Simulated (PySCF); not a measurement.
**Tl(III) with different ligands**

Computed with PySCF 2.14.0, PBE0, def2-SVP on the ligands, density fitting, scalar-relativistic core potentials, no spin-orbit coupling, vacuum. The metal has def2-SVP with ECP60. Each complex is relaxed within the symmetry of a template of the same shape. Distances are means of the shortest metal–ligand contacts, charges and spins Mulliken's; removal energies are rigid, with the ligand's formal charge and no counterpoise, so too large; for an anion taken off a cation in vacuum most of it is the attraction of opposite charges, and multiply charged cations can part far more cheaply with an electron moved from ligand to metal.

Question: Order these by the energy to remove one first-named ligand, lowest first.
A. [TlCl2]+
B. [TlF2]+
C. [TlI2]+
D. [Tl(OH)2]+

Answer: C (15.19), A (17.66), D (20.35), B (20.50).

Question: What else do they give?

Answer: 
```tsv
complex	point group	M–first ligand (Å)	charge on M (e)	HOMO–LUMO gap (eV)	removal of one first-named ligand (eV)	strongest infrared band, degenerate modes summed (cm⁻¹)	unstable modes (below −25 cm⁻¹)
[Tl(OH)2]+	C2	1.975	1.14	5.83	20.35	3760	0
[TlF2]+	D∞h	1.924	1.48	6.73	20.50	157	0
[TlCl2]+	D∞h	2.300	0.91	5.01	17.66	434	0
[TlI2]+	D∞h	2.623	0.58	3.72	15.19	245	0
```

One start shape was tried for each, so a minimum needn't be the lowest isomer.
